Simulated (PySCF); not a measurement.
Molecule: SMILES N#Cc1ccco1, C5H3NO.

Molfile (atoms numbered from 1):
```
C5H3NO
     RDKit          3D

 10 10  0  0  0  0  0  0  0  0999 V2000
    3.4343   -0.4158   -0.0171 N   0  0  0  0  0  0  0  0  0  0  0  0
    2.2837   -0.2784    0.0376 C   0  0  0  0  0  0  0  0  0  0  0  0
    0.8834   -0.0772    0.0975 C   0  0  0  0  0  0  0  0  0  0  0  0
    0.1178    1.0543   -0.0301 C   0  0  0  0  0  0  0  0  0  0  0  0
   -1.2305    0.6276    0.1221 C   0  0  0  0  0  0  0  0  0  0  0  0
   -1.1749   -0.7222    0.3288 C   0  0  0  0  0  0  0  0  0  0  0  0
    0.0934   -1.1553    0.3157 O   0  0  0  0  0  0  0  0  0  0  0  0
    0.4884    2.0603   -0.2105 H   0  0  0  0  0  0  0  0  0  0  0  0
   -2.1265    1.2424    0.0834 H   0  0  0  0  0  0  0  0  0  0  0  0
   -1.9365   -1.4797    0.4953 H   0  0  0  0  0  0  0  0  0  0  0  0
  1  2  3  0
  2  3  1  0
  3  4  2  0
  4  5  1  0
  5  6  2  0
  6  7  1  0
  7  3  1  0
  4  8  1  0
  5  9  1  0
  6 10  1  0
M  END
```

Geometry PBE0-D3(BJ)/def2-SVP throughout; GIAO in PySCF 2.14, gas phase, one conformer, non-relativistic; equivalent atoms averaged; functional PBE0.

Q: How do the shifts δ (against NH3, TMS, H2O at the same level) depend on the basis set? (a selection of nuclei; ppm; last column core-seconds on shared hosts with different chips, so compare them loosely)

A: 
```
    basis set  functions     N1     C6     C3     C4     C5     C2     O7   H10    H9  core-s
       STO-3G         38  244.9  121.3  109.7  108.4  101.0   88.8  191.1  7.08  6.13     2.5
     pcSseg-0         69  343.2  160.9  142.1  134.5  123.4  129.1  327.8  7.53  6.55     4.7
        6-31G         69  290.6  142.2  125.7  119.9  110.3  109.9  278.0  7.59  6.60     4.6
       6-31G*        104  284.7  137.9  120.5  117.6  106.7  102.5  268.3  7.27  6.28     6.9
      cc-pVDZ        113  304.2  142.9  126.7  121.7  111.2  107.4  295.6  7.32  6.44      12
     def2-SVP        113  307.2  141.8  125.3  121.2  110.0  106.8  295.6  7.09  6.39      10
     pcSseg-1        134  333.0  150.8  131.0  128.5  116.9  116.4  315.5  7.48  6.66     9.6
  aug-cc-pVDZ        188  299.2  142.7  125.3  120.6  110.1  110.0  288.6  7.71  6.65      26
6-311+G(2d,p)        207  317.1  148.6  130.6  126.4  114.8  115.8  302.7  7.58  6.62      17
    def2-TZVP        235  323.1  150.0  131.9  127.9  116.1  116.1  311.6  7.56  6.65      36
      cc-pVTZ        252  322.2  148.9  130.9  126.8  115.4  115.1  310.1  7.52  6.63      39
     IGLO-III        275  325.4  153.6  135.0  130.8  118.8  118.1  310.9  7.59  6.62      46
     pcSseg-2        294  329.2  154.9  135.9  132.1  120.0  119.4  313.5  7.58  6.69      41
```

Q: Which nucleus among those listed moves most, in ppm?

A: O7 (aromatic ring oxygen): from 191.1 ppm with STO-3G to 327.8 ppm with pcSseg-0. The smallest spread is 0.56 ppm, at H9. Proton shifts span only some 12 ppm, so a few tenths of a ppm matter as much there as several ppm in carbon.

Q: Taking the largest basis, pcSseg-2 (294 functions), as the yardstick, rank the others by their worst heavy-atom deviation.

A: IGLO-III 3.8 ppm (275 functions), pcSseg-1 4.9 ppm (134 functions), def2-TZVP 6.1 ppm (235 functions), cc-pVTZ 7.1 ppm (252 functions), 6-311+G(2d,p) 12.1 ppm (207 functions), pcSseg-0 14.3 ppm (69 functions), def2-SVP 22.0 ppm (113 functions), cc-pVDZ 25.0 ppm (113 functions), aug-cc-pVDZ 30.0 ppm (188 functions), 6-31G 38.6 ppm (69 functions), 6-31G* 45.2 ppm (104 functions), STO-3G 122.4 ppm (38 functions).

A small basis that lands close on one nucleus may do so by chance; judge by the trend and by all nuclei.
